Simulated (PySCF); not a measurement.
CH5GaO, singlet, at a GFN2-xTB geometry (such geometries of metal compounds can be far from the true shape). Base run: B3LYP/6-31G (PySCF).

Here is a job for PySCF.
```python
from pyscf import gto, scf, dft, solvent

mol = gto.M(
    atom='''
Ga   -0.290153   -0.177846   -0.109741
H    -1.553897   -0.973149   -0.579071
C     0.310648    1.707726   -0.515701
H     1.297377    1.666683   -0.980659
H     0.406233    2.253248    0.424923
H    -0.371984    2.245519   -1.172920
O     0.791284   -1.015016    0.925255
H     1.022859   -1.805304    1.401871
''',
    basis='6-31g',
    charge=0,
    spin=0,
    verbose=4,
)

mf = dft.RKS(mol)
mf.xc = 'b3lyp'
mf.kernel()
```

The base run was repeated with changes; each row names its change, and settings that it needs were set with it.

```
change                                                          ΔE vs base (kcal/mol)  dipole (D)  HOMO-LUMO gap (eV)
--------------------------------------------------------------  ---------------------  ----------  ------------------
base                                                                            0.000        0.51                6.45
model = IEF-PCM; solvent = tetrahydrofuran                                      -4.04        0.53                6.65
model = SS(V)PE; solvent = tetrahydrofuran                                      -4.03        0.52                6.65
model = IEF-PCM; solvent = tetrahydrofuran; r_probe = 0.5                       -1.37        0.53                6.53
model = COSMO; solvent = tetrahydrofuran                                        -4.08        0.53                6.66
model = IEF-PCM; solvent = tetrahydrofuran; lebedev_order = 11                  -3.90        0.53                6.64
model = ddCOSMO; solvent = tetrahydrofuran                                      -2.99        0.54                6.63
model = IEF-PCM; solvent = water                                                -4.99        0.54                6.70
model = IEF-PCM; solvent = tetrahydrofuran; lebedev_order = 41                  -4.05        0.53                6.65
model = IEF-PCM; solvent = dimethylsulfoxide                                    -4.92        0.54                6.70
model = C-PCM; solvent = tetrahydrofuran                                        -4.37        0.54                6.67
model = IEF-PCM; solvent = acetonitrile                                         -4.86        0.54                6.69
```

The base is the gas phase, so ΔE is the electrostatic part of solvation at a fixed geometry, without cavity and dispersion terms.
